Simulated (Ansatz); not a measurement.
`PB1C[SiH2]1` + HCl → `ClB1C[SiH2]1` + PH₃ at 600 K and 1 bar (cleavage of the B–P bond).

Calculated with Ansatz (gas phase, PBE0-D4/def2-TZVP geometries, no zero-point term in ΔE). CBS: MP2 limit from def2 TZ/QZ plus the TZ coupled-cluster correction, frozen cores. This one scheme is used for every species. Each species was taken in one conformer, which may not be the lowest.

```json
{"species": "`PB1C[SiH2]1`", "CCSD(T)/CBS energy (Eh)": "-696.40651", "H − E (kJ/mol)": "226.2", "S (J/(mol·K))": "420.8"}
{"species": "HCl", "CCSD(T)/CBS energy (Eh)": "-460.38127", "H − E (kJ/mol)": "35.4", "S (J/(mol·K))": "207.2"}
{"species": "`ClB1C[SiH2]1`", "CCSD(T)/CBS energy (Eh)": "-814.08481", "H − E (kJ/mol)": "172.6", "S (J/(mol·K))": "387.2"}
{"species": "PH₃", "CCSD(T)/CBS energy (Eh)": "-342.72256", "H − E (kJ/mol)": "86.3", "S (J/(mol·K))": "240.2"}
```

H − E and S are ideal-gas, rigid-rotor, harmonic terms from PBE0-D4/def2-TZVP, for one conformer and one mirror image of each species. 1 Eh = 2625.50 kJ/mol, R = 8.31446 J/(mol·K).

Q: By hand: ΔE, ΔH, ΔS and ΔG.

A: ΔE = (-814.08481) + (-342.72256) − (-696.40651) − (-460.38127) = -0.01959 Eh = -51.4 kJ/mol. Δ(H − E) = 172.6 + 86.3 − 226.2 − 35.4 = -2.7, so ΔH = -54.1 kJ/mol. ΔS = 387.2 + 240.2 − 420.8 − 207.2 = -0.6 J/(mol·K). ΔG = -54.1 − 600 × (-0.6)/1000 = -53.7 kJ/mol.

Q: By hand: the equilibrium constant, and the temperature at which ΔG would vanish if ΔH and ΔS stayed fixed.

A: log₁₀ K = −ΔG/(RT ln 10) = 4.7. ΔG = 0 at ΔH/ΔS = 90167 K, far beyond where these terms or the molecules hold.

The number of gas molecules stays the same, so ΔS is small and ΔH decides. A doubt of 5 kJ/mol in ΔE shifts log₁₀ K by 0.4 here. Other conformers and mirror images would add mixing entropy, several J/(mol·K) or more a flexible species. These are equilibria of isolated gas molecules and say nothing of rates. Largest T1 diagnostic: 0.017 (customary marks: 0.02 for closed shells, 0.045 for open ones).
